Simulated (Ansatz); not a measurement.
Geometry optimisation, RKS revPBE-D4/def2-SVP (Ansatz).

Input file:

```yaml
crystal:
  periodic: [false, false, false]
  atoms:
    - { symbol: Ge, position_ang: [0.149971, 0.030826, 0.106156] }
    - { symbol: H, position_ang: [0.56619, -0.04611, 1.578956] }
    - { symbol: H, position_ang: [1.677298, -0.046152, 0.007922] }
    - { symbol: H, position_ang: [-0.58504, 1.277892, -0.41374] }
    - { symbol: Cl, position_ang: [-0.848119, -1.763155, -0.599695] }
basis:
  gaussian: { orbitals: def2-SVP }
hamiltonian:
  xc: revpbe
  dispersion: d4
relax:
  f_tol: 0.03
  max_steps: 50
output:
  orbitals: {}
```

Run as:

```bash
$ ansatz run input.yaml --threads 1 --pin off --max-ram 2048MiB --backend cpu --events-out ev --progress --plain --runs-dir out
```

Q: Where does it end, and by what steps?

A: The run converged. After 4 steps the energy has fallen by 0.629 eV; H2 moved furthest, 0.36 Å.

| step | energy less start (eV) | largest force component (eV/Å) | accepted |
| --- | --- | --- | --- |
| 0 | 0.0000 | 1.526 | yes |
| 1 | -0.4860 | 0.703 | yes |
| 2 | -0.6271 | 0.101 | yes |
| 3 | -0.6253 | 0.164 | no |
| 4 | -0.6290 | 0.003 | yes |

```xyz
5
Properties=species:S:1:pos:R:3
Ge 0.268 0.019 0.189
H 0.241 -0.037 1.737
H 1.718 -0.037 -0.352
H -0.487 1.262 -0.344
Cl -0.779 -1.754 -0.551
```

Run time: 7.3 s on 1 thread of Arm Neoverse V1, with other jobs on the host, peak memory 0.11 GiB.
